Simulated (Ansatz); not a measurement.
Cost and result for the atomization energy of AsH$_{3}$OSSe, SMILES `O[As](S)[SeH]` (7 atoms, 6 bonds).

Cartesian coordinates in Å:
```
O -0.362 -0.707 1.778
As 0.043 -1.197 0.120
S -1.544 0.070 -0.872
Se 1.962 0.146 -0.402
H -0.349 0.249 1.894
H -0.949 0.038 -2.076
H 1.199 1.401 -0.443
```

Charge 0, multiplicity 1. Correlated methods include outer-core shells of As, Se, which these sets cover unevenly. Scalar relativity is left out up to krypton. The geometry is a stationary point of PBE0-D4/def2-TZVP. It is one conformer, not always the lowest. Program: Ansatz. All runs use 4 threads of an Arm Neoverse V1 on a shared host. Times are those of one run each, without the atoms' runs, and a repeat can differ threefold. Electronic energies, without spin–orbit coupling; frozen cores. CCSD(T)/CBS adds CCSD(T) − MP2 in def2-TZVPP to the MP2 limit, and its time is that of the two runs behind it. T1 = 0.012. With those shells the extrapolation isn't a true limit. HSE06 is the plane-wave form, built on full-range PBE exchange.

CCSD(T)/CBS is a level of theory with its own doubt, some kJ/mol a heavy atom from the limit and from the frozen cores, so smaller differences don't rank the functionals.

```
                             level  functions  wall time
                BLYP-D4/def2-TZVPP        211      2.3 s
   PBE-D4/def2-TZVPP (with forces)        211      2.8 s
                PBE0-D4/def2-TZVPP        211      3.9 s
               HSE06-D4/def2-TZVPP        211      4.6 s
r2SCAN-D4/def2-TZVPP (with forces)        211      6.5 s
               PBE-QIDH/def2-TZVPP        211      7.5 s
                  CCSD(T)/def2-SVP        111        9 s
                ωB97X-V/def2-TZVPP        211       10 s
                 B97M-V/def2-TZVPP        211       12 s
  ωB97M-V/def2-TZVPP (with forces)        211       15 s
                    MP2/def2-QZVPP        395       31 s
                CCSD(T)/def2-TZVPP        211    3.1 min
                 CCSD(T)/CBS(def2)          –    3.6 min
```

Problem. What atomization energy does each give, and how far from CCSD(T)/CBS? (Estimate.)

Solution. Ansatz gave: 
```tsv
level	atomization (kcal/mol)	difference from CCSD(T)/CBS	per bond
BLYP-D4/def2-TZVPP	479.5	7.3	1.2
PBE-D4/def2-TZVPP (with forces)	488.6	16.4	2.7
PBE0-D4/def2-TZVPP	468.5	-3.7	-0.6
HSE06-D4/def2-TZVPP	468.6	-3.6	-0.6
r2SCAN-D4/def2-TZVPP (with forces)	474.8	2.6	0.4
PBE-QIDH/def2-TZVPP	458.4	-13.8	-2.3
CCSD(T)/def2-SVP	410.3	-61.9	-10.3
ωB97X-V/def2-TZVPP	475.7	3.5	0.6
B97M-V/def2-TZVPP	475.6	3.4	0.6
ωB97M-V/def2-TZVPP (with forces)	470.8	-1.4	-0.2
MP2/def2-QZVPP	471.7	-0.5	-0.1
CCSD(T)/def2-TZVPP	451.6	-20.6	-3.4
CCSD(T)/CBS(def2)	472.2	0.0	0.0
```

From r2SCAN to r2SCAN0 (25 % exact exchange), in def2-TZVPP and without D4, the atomization energy moves by −17.4 kcal/mol: exact exchange takes away binding that semilocal exchange gives to molecules. In def2-TZVPP, CCSD(T) changes the Hartree–Fock value by +175.4 kcal/mol (the triples alone add +13.5 kcal/mol) and MP2 by +183.4 kcal/mol; breaking electron pairs costs correlation energy, which Hartree–Fock lacks. The D4 term adds +8.8 kcal/mol with B3LYP and +4.6 kcal/mol with PBE0; it sums over pairs of atoms, weighted by their polarisabilities, and B3LYP, whose exchange is more repulsive, gets the larger term.

B3LYP here is the variant with VWN-RPA as its local correlation; programs differ in this.

For some Ge, Se and Sn compounds the MP2-based and the directly extrapolated limit differ by 10 to 25 kJ/mol.
